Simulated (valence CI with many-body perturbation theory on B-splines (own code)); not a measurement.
# Energy levels of Yb38+

Method: configuration interaction combined with many-body perturbation theory (CI+MBPT): four valence electrons over a frozen Dirac-Fock core [Ar] 3d10, radial functions for each j: 11 s, 11 p, 10 d, 8 f, 5 g, 2 h, with the one-electron correlation potential Σ1, the two-electron term Σ2, the three-electron term Σ3, Breit, model QED; selected CI, second order for the rest, scaled by the run's own slope (own B-spline code, finite nucleus).

No measured spectrum was set against this ion. As an estimate, large intervals hold to a few tenths of a per cent, small ones and those within an open d or f shell to about a per cent. Among the levels kept, up to 410 cm⁻¹ of a level comes from second order outside the variational space, and about a tenth of that is noise between levels of different J, which matters for small intervals.

Levels 136 to 180 of 190, with energies above the lowest level, (4s^2 4p1/2^2) J=0. "Leading %" is the weight of the configuration and term that name the level; weights of strongly mixed levels are sums over their largest components and can fall short. In the jj column 3d3/2^4 stands for four electrons in 3d with j = 3/2. Lifetimes count E1, E2, E3, M1 and M2 decay at the calculated energies, and are blank where another channel may lead or the interval is too uncertain; long ones can be off by a factor of two.

| No. | Configuration | Term | J | E (eV) | Leading % | Lifetime | g | Leading jj |
| --- | --- | --- | --- | --- | --- | --- | --- | --- |
| 136 | 4s 4p 4d2 | 5D° | 2 | 522.00 | 30 | 2.38 ps | 1.355 | 4s 4p1/2 4d3/2 4d5/2 (65 %) |
| 137 | 4s 4p 4d2 | 5D° | 3 | 522.13 | 9 | 2.82 ps | 1.176 | 4s 4p1/2 4d3/2 4d5/2 (58 %) |
| 138 | 4p3 4d | 1G° | 4 | 527.69 | 17 | 3.26 ps | 1.090 | 4s 4p1/2 4d3/2 4d5/2 (32 %) |
| 139 | 4s 4p2 4f | 3D° | 3 | 528.18 | 22 | 2.25 ps | 1.064 | 4s 4p1/2 4p3/2 4f5/2 (36 %) |
| 140 | 4s 4p2 4f | 5G° | 4 | 530.02 | 20 | 3.27 ps | 1.152 | 4s 4p1/2 4d3/2 4d5/2 (28 %) |
| 141 | 4s 4p 4d2 | 3F° | 4 | 530.21 | 14 | 3.87 ps | 1.213 | 4s 4p1/2 4d5/2^2 (35 %) |
| 142 | 4s 4p2 4f | 5D° | 3 | 530.67 | 24 | 4.13 ps | 1.313 | 4s 4p1/2 4p3/2 4f7/2 (32 %) |
| 143 | 4s 4p 4d2 | 3F° | 2 | 531.07 | 13 | 2.00 ps | 1.005 | 4s 4p1/2 4d3/2 4d5/2 (36 %) |
| 144 | 4s 4p 4d2 | 3G° | 3 | 532.32 | 12 | 1.44 ps | 1.127 | 4s 4p1/2 4d3/2 4d5/2 (60 %) |
| 145 | 4p3 4d | 3F° | 2 | 532.37 | 36 | 1.81 ps | 0.940 | 4p1/2 4p3/2^2 4d3/2 (58 %) |
| 146 | 4s 4p2 4f | 5G° | 5 | 533.83 | 44 | 5.60 ps | 1.270 | 4s 4p1/2 4p3/2 4f7/2 (79 %) |
| 147 | 4s 4p2 4f | 5F° | 1 | 533.84 | 58 | 2.15 ps | 0.405 | 4s 4p1/2 4p3/2 4f5/2 (78 %) |
| 148 | 4p3 4d | 3D° | 3 | 534.18 | 18 | 1.30 ps | 1.168 | 4s 4p1/2 4d3/2 4d5/2 (42 %) |
| 149 | 4s 4p2 4f | 5F° | 2 | 534.78 | 22 | 1.43 ps | 0.971 | 4s 4p1/2 4p3/2 4f5/2 (58 %) |
| 150 | 4s 4p2 4f | 5F° | 1 | 535.58 | 14 | 1.16 ps | 0.972 | 4s 4p1/2 4d3/2 4d5/2 (36 %) |
| 151 | 4s 4p2 4f | 5G° | 4 | 535.94 | 25 | 1.49 ps | 1.248 | 4s 4p1/2 4p3/2 4f5/2 (33 %) |
| 152 | 4s 4p2 4f | 5G° | 3 | 536.05 | 22 | 1.46 ps | 1.042 | 4s 4p1/2 4p3/2 4f5/2 (48 %) |
| 153 | 4s 4p 4d2 | 5S° | 2 | 536.35 | 18 | 943 fs | 1.498 | 4s 4p1/2 4d3/2 4d5/2 (68 %) |
| 154 | 4p3 4d | 3F° | 4 | 536.83 | 20 | 4.25 ps | 1.195 | 4p1/2 4p3/2^2 4d5/2 (38 %) |
| 155 | 4p3 4d | 3F° | 2 | 536.85 | 29 | 1.81 ps | 0.881 | 4p1/2 4p3/2^2 4d3/2 (51 %) |
| 156 | 4s 4p 4d2 | 5G° | 5 | 538.40 | 21 | 2.97 ps | 1.252 | 4s 4p1/2 4d5/2^2 (55 %) |
| 157 | 4s 4p 4d2 | 3D° | 1 | 538.83 | 30 | 1.24 ps | 0.916 | 4p1/2 4p3/2^2 4d3/2 (37 %) |
| 158 | 4s 4p2 4f | 3F° | 2 | 539.09 | 13 | 3.32 ps | 1.114 | 4s 4p1/2 4p3/2 4f7/2 (44 %) |
| 159 | 4s 4p2 4f | 3G° | 5 | 539.98 | 39 | 2.98 ps | 1.223 | 4s 4p1/2 4p3/2 4f7/2 (46 %) |
| 160 | 4p3 4d | 3G° | 4 | 540.69 | 17 | 2.07 ps | 1.229 | 4p1/2 4p3/2^2 4d5/2 (37 %) |
| 161 | 4s 4p2 4f | 3G° | 3 | 540.71 | 29 | 3.10 ps | 1.052 | 4s 4p1/2 4p3/2 4f7/2 (61 %) |
| 162 | 4s 4p2 4f | 3H° | 6 | 541.44 | 51 | 6.06 ps | 1.239 | 4s 4p1/2 4p3/2 4f7/2 (93 %) |
| 163 | 4s 4p2 4f | 3F° | 3 | 542.03 | 19 | 1.42 ps | 1.046 | 4s 4p1/2 4p3/2 4f5/2 (50 %) |
| 164 | 4s 4p2 4f | 3D° | 2 | 542.83 | 12 | 2.11 ps | 1.248 | 4s 4p1/2 4d5/2^2 (43 %) |
| 165 | 4p3 4d | 3D° | 1 | 543.26 | 14 | 2.60 ps | 1.124 | 4p1/2 4p3/2^2 4d5/2 (30 %) |
| 166 | 4s 4p2 4f | 5D° | 0 | 543.60 | 18 | 1.64 ps |  | 4s 4p1/2 4p3/2 4f5/2 (32 %) |
| 167 | 4s 4p2 4f | 5D° | 2 | 543.92 | 23 | 1.80 ps | 1.168 | 4s 4p1/2 4p3/2 4f5/2 (72 %) |
| 168 | 4s 4p2 4f | 3G° | 4 | 544.02 | 25 | 1.82 ps | 1.242 | 4s 4p1/2 4p3/2 4f5/2 (38 %) |
| 169 | 4s 4p2 4f | 5D° | 1 | 544.48 | 35 | 2.18 ps | 1.223 | 4s 4p1/2 4p3/2 4f5/2 (78 %) |
| 170 | 4s 4p 4d2 | 3P° | 0 | 544.66 | 22 | 2.72 ps |  | 4p1/2 4p3/2^2 4d5/2 (42 %) |
| 171 | 4s 4p2 4f | 5D° | 3 | 545.01 | 12 | 1.42 ps | 1.152 | 4s 4p1/2 4p3/2 4f5/2 (36 %) |
| 172 | 4p3 4d | 3G° | 5 | 545.32 | 49 | 3.06 ps | 1.174 | 4p1/2 4p3/2^2 4d5/2 (49 %) |
| 173 | 4s 4p2 4f | 3P° | 0 | 545.57 | 22 | 1.37 ps |  | 4s 4p1/2 4p3/2 4f5/2 (40 %) |
| 174 | 4s 4p 4d2 | 3F° | 3 | 546.27 | 21 | 2.16 ps | 1.196 | 4s 4p1/2 4d5/2^2 (71 %) |
| 175 | 4p3 4d | 3P° | 2 | 546.67 | 11 | 1.78 ps | 1.222 | 4s 4p1/2 4p3/2 4f7/2 (36 %) |
| 176 | 4p3 4d | 1D° | 2 | 547.10 | 15 | 1.06 ps | 1.035 | 4s 4p1/2 4p3/2 4f5/2 (29 %) |
| 177 | 4p3 4d | 3D° | 1 | 547.40 | 27 | 1.16 ps | 0.821 | 4p1/2 4p3/2^2 4d3/2 (54 %) |
| 178 | 4s 4p2 4f | 3F° | 4 | 547.80 | 25 | 2.44 ps | 1.158 | 4s 4p1/2 4p3/2 4f7/2 (65 %) |
| 179 | 4s 4p2 4f | 3D° | 3 | 549.19 | 32 | 1.57 ps | 1.105 | 4s 4p1/2 4p3/2 4f5/2 (42 %) |
| 180 | 4p3 4d | 1P° | 1 | 549.55 | 22 | 1.61 ps | 1.301 | 4p1/2 4p3/2^2 4d5/2 (52 %) |

Where two levels of one J and parity lie close, their mixing, g and order are uncertain.
